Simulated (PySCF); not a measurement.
## Computed properties of C3H7BO2, SMILES B1([C@@H](CO1)C)O

C3H7BO2, SMILES C[C@@H]1COB1O. The structure is a stationary point at B3LYP-D3(BJ)/def2-SVP. The structure was generated by enumeration; whether it is a known compound was not checked. One conformer was computed; it need not be the lowest. All values are computed for the isolated molecule unless a solvent is named; none is compared with measurement here.

**Structure.** All 33 harmonic modes at B3LYP-D3(BJ)/def2-SVP (PySCF) are real, so it is a minimum. With heavy atoms numbered as in [CH3:1][C@@H:2]1[CH2:3][O:4][B:5]1[OH:6], the shortest bond between them is B5–O6 at 1.351 Å and the longest C2–B5 at 1.599 Å.

**Vibrations.** The strongest infrared lines (harmonic, unscaled, degenerate partners summed) lie at 1545 cm⁻¹ (298 km/mol, B 56 %, H 23 %, O 15 %), 996 cm⁻¹ (167 km/mol, C 44 %, O 38 %, H 17 %), 479 cm⁻¹ (97 km/mol, H 90 %, O 9 %). The softest mode is at 134 cm⁻¹ and the zero-point energy is 66.7 kcal/mol.

**Electronic structure.** M06-2X/def2-TZVP (PySCF) places the frontier levels at -9.37 and 1.09 eV, a gap of 10.46 eV, and gives a dipole moment of 3.07 D and a mean polarisability of 53.2 bohr³. PBE/def2-TZVP (PySCF) at the same geometry gives -6.63 and -0.27 eV, so its gap is 4.10 eV narrower. An orbital gap is neither the optical nor the fundamental gap.

**Excitations.** TDA-CAM-B3LYP/def2-SVPD (PySCF) has S1 at 7.27 eV (170 nm, f = 0.008, weak); the most intense of the 10 singlets computed lies at 8.66 eV (f = 0.04). T1 (TDA) is at 6.92 eV, 0.35 eV under S1. TDA-PBE/def2-SVPD (PySCF) puts S1 at 6.14 eV. No vertical singlet excitation falls in the visible range (under 3.1 eV).

**NMR.** GIAO shifts at HF/pcSseg-1 (PySCF) (non-relativistic, atoms alike by connectivity averaged): ¹³C from 15.1 to 66.7 ppm against TMS; ¹H from 1.4 to 4.2 ppm against TMS; ¹¹B at 21.8 ppm against BF3.
